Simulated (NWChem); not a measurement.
Molecule: C$_{2}$H$_{7}$InO; SMILES [CH3][In]([CH3])[OH]

```xyz
11

In    -0.0385    -0.0050     0.0005
C     -0.7220    -2.0555    -0.0006
H     -0.3552    -2.5691    -0.9020
H     -1.8196    -2.1074     0.0165
H     -0.3264    -2.5801     0.8819
C     -0.9951     1.9214    -0.0002
H     -1.5452     2.0744    -0.9406
H     -0.2236     2.6976     0.0959
H     -1.7070     2.0080     0.8335
O      1.9615     0.2604    -0.0001
H      2.4724    -0.5555    -0.0057
```
Atoms are numbered in this order, from 1.

All runs: NWChem. Structure relaxed at the PBE0/def2-SVP level. No frequency run checked for a minimum. def2 effective core potentials on In; no spin-orbit coupling. Ions are spin-unrestricted doublets at the neutral geometry; other ion states weren't tried.

Problem. Estimate the computed values for B3LYP/def2-SVP. Quantities: −ε(HOMO) (eV).

Solution. The −ε(HOMO) (eV) is 7.05.
